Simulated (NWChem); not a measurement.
System meant: WO$_{2}$F$_{2}$; SMILES [W](=[O])([F])([F])=[O]

Input file for NWChem:

```
start job
memory heap 200 mb stack 900 mb global 1100 mb
geometry units angstroms noautoz
  W      0.000000     0.000000     0.054013
  O     -1.349576     0.000000    -0.966387
  O      1.349576     0.000000    -0.966387
  F      0.000000     1.572137     1.044030
  F      0.000000    -1.572137     1.044030
end
basis spherical
  W library def2-svp
  O library def2-svp
  F library def2-svp
end
dft
  xc b3lyp
  iterations 150
  mulliken
end
task dft energy
```

End of the output:

```
          Convergence Information
          -----------------------
          Convergence aids based upon iterative change in
          total energy or number of iterations.
          Levelshifting, if invoked, occurs when the
          HOMO/LUMO gap drops below (HL_TOL):  1.00D-02
          DIIS, if invoked, will attempt to extrapolate
          using up to (NFOCK): 10 stored Fock matrices.

                    Damping( 0%)  Levelshifting(0.5)       DIIS
                  --------------- ------------------- ---------------
          dE  on:    start            ASAP                start
          dE off:    2 iters        150 iters           150 iters

      Screening Tolerance Information
      -------------------------------
          Density screening/tol_rho:  1.00D-10
          AO Gaussian exp screening on grid/accAOfunc:  14
          CD Gaussian exp screening on grid/accCDfunc:  20
          XC Gaussian exp screening on grid/accXCfunc:  20
          Schwarz screening/accCoul:  1.00D-08

      Superposition of Atomic Density Guess
      -------------------------------------

      charge =      74.0 W (Tungsten)

      symmetry species            s     p     d     f
      number of basis functions = 7     6     5     1
      number of cont. functions = 6     3     2     1
      number of closed shells   = 6     4     2     1
      number of open shells     = 0     0     1     0
      open shell occupation     = 0     0     4     0
 ------------------------------------------------------------------------
 atomscf:atomd: error in atom scf                   0
 ------------------------------------------------------------------------
 ------------------------------------------------------------------------
  current input line :
    20: task dft energy
 ------------------------------------------------------------------------
 ------------------------------------------------------------------------
 This error has not yet been assigned to a category
 ------------------------------------------------------------------------
 For more information see the NWChem manual at https://nwchemgit.github.io

0:atomscf:atomd: error in atom scf:Received an Error in Communication
```

Question: What is wrong, and how is it mended?

Answer: The run crashed. Cause: the def2 basis of a heavy element holds valence functions alone and wants its effective core potential (without it all electrons must fit into that basis). This input runs:
```
start job
memory heap 200 mb stack 900 mb global 1100 mb
geometry units angstroms noautoz
  W      0.000000     0.000000     0.054013
  O     -1.349576     0.000000    -0.966387
  O      1.349576     0.000000    -0.966387
  F      0.000000     1.572137     1.044030
  F      0.000000    -1.572137     1.044030
end
basis spherical
  W library def2-svp
  O library def2-svp
  F library def2-svp
end
ecp
  W library def2-ecp
end
dft
  xc b3lyp
  iterations 150
  mulliken
end
task dft energy
```
It converges to -417.18040 Ha (B3LYP/def2-SVP with def2 effective core potentials on W).
